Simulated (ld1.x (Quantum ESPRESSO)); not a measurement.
**u(r) = r·R(r): atom against pseudo-atom (Ti)**

Columns: radius, all-electron u(r) and pseudo u(r) of the 3p shell (level -38.78 eV) of titanium in the configuration [Ne] 3s2 3p6 3d2 4s2 4p0; PBEsol, scalar-relativistic, RRKJ scheme, ld1.x (Quantum ESPRESSO) 7.5.

| r (bohr) | all-electron | pseudo |
| --- | --- | --- |
| 0.062 | 0.2320 | -0.0108 |
| 0.125 | 0.4743 | -0.0438 |
| 0.188 | 0.5238 | -0.0983 |
| 0.250 | 0.4150 | -0.1717 |
| 0.312 | 0.2157 | -0.2625 |
| 0.375 | -0.0232 | -0.3691 |
| 0.438 | -0.2605 | -0.4850 |
| 0.500 | -0.4711 | -0.6022 |
| 0.562 | -0.6486 | -0.7158 |
| 0.625 | -0.7917 | -0.8206 |
| 0.688 | -0.8978 | -0.9086 |
| 0.750 | -0.9691 | -0.9742 |
| 0.812 | -1.0118 | -1.0169 |
| 0.875 | -1.0306 | -1.0369 |
| 0.938 | -1.0295 | -1.0356 |
| 1.000 | -1.0130 | -1.0174 |
| 1.062 | -0.9849 | -0.9870 |
| 1.125 | -0.9476 | -0.9481 |
| 1.188 | -0.9042 | -0.9042 |
| 1.250 | -0.8576 | -0.8576 |
| 1.312 | -0.8088 | -0.8088 |
| 1.375 | -0.7583 | -0.7583 |
| 1.438 | -0.7079 | -0.7079 |
| 1.500 | -0.6592 | -0.6592 |
| 1.562 | -0.6120 | -0.6120 |
| 1.625 | -0.5659 | -0.5659 |

Question: How many radial nodes do the two functions have?

Answer: The all-electron 3p function has n − l − 1 = 1; the pseudo-wave has 0, since the states of the same l below it are removed with the core.

Question: At about which radius was the pseudo-wave matched?

Answer: 1.20 bohr, where the columns begin to agree (steps of 0.06 bohr).

Question: Is the pseudo-wave norm-conserving?

Answer: Yes: the RRKJ scheme keeps the norm inside the radius equal to the all-electron one, which fixes the energy derivative of the logarithmic derivative at the level.
